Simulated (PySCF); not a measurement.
## Ionisation energy of Pt(2+) by level of theory

Pt(2+) [Xe] 4f14 5d8 [5d3/2^4 5d5/2^4, M_J = 4] → Pt(3+) [Xe] 4f14 5d7 [5d3/2^4 5d5/2^3, M_J = 9/2], as a difference of total energies. Calculation: PySCF 2.14, in x2c-SVPall-2c (7s9p9d2f, 93 functions); the two-component X2C-1e Hamiltonian. Correlated levels: [Kr] 4d10 4f14 frozen; the 22 highest virtual spinors dropped. "Screened" scales the spin-orbit matrix elements by Boettger's factors to mimic the two-electron term; Breit and QED terms are absent.

Question: Order these methods by the ionisation energy they give, lowest first.
A. GHF (spin-free)
B. GMP2 (screened spin-orbit)
C. GHF (screened spin-orbit)
D. GMP2 (spin-free)

Answer: C (29.035 eV), A (29.416 eV), B (29.968 eV), D (30.355 eV).

The spin-free rows relax to the high-spin LS determinant and lack the spin-orbit shift.

Errors of the correlated levels include the incompleteness of this basis and the frozen core.

The labels give the starting determinants; with spin-orbit coupling the two ends relaxed to ⟨J²⟩ = 20.01, ⟨L²⟩ = 12.44, ⟨S²⟩ = 2.06 and ⟨J²⟩ = 24.76, ⟨L²⟩ = 13.37, ⟨S²⟩ = 3.43.

For comparison: 29 ± 1.6 eV (theoretical estimate listed by NIST; NIST Atomic Spectra Database, ionization energies).
